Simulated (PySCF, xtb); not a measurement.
WO2F, SMILES [O]=[W](=[O])[F] (connectivity only; charge and spin as stated), neutral, multiplicity 2.

Harmonic wavenumbers (cm⁻¹) from GFN2-xTB in xtb at its own minimum, in rising order: 110, 194, 238, 459, 801, 807.

What does PBE-D3(BJ)/def2-TZVP (PySCF 2.14.0) give at its own minimum? (The exact figures need the calculation; the answer reports its results.)

137, 202, 326, 664, 965, 1007. Paired by order, the mean absolute difference is 115 cm⁻¹ and the zero-point energies are 3.7 and 4.7 kcal/mol.
